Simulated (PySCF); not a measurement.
Cartesian coordinates (Å):
```xyz
9

C      1.1701     0.0056    -0.1993
N     -0.0239    -0.7338    -0.4666
C     -1.1740    -0.1236     0.1239
H      1.1007     1.0475    -0.5807
H      1.3569     0.1005     0.8925
H      2.0471    -0.4744    -0.6601
H     -1.3225     0.9141    -0.2459
H     -2.0858    -0.7019    -0.0908
H     -1.0685    -0.0340     1.2270
```
Charge 0, spin multiplicity 2.

Estimate the total energy, dipole moment and highest occupied spin orbital that TPSSh-D3(BJ)/def2-TZVP // r2SCAN-D4/def2-SVP in PySCF returns for this input.


```yaml
total_energy: -3661.95 eV
dipole_moment: 1.70 D
highest_occupied_spin_orbital: -6.40 eV
```
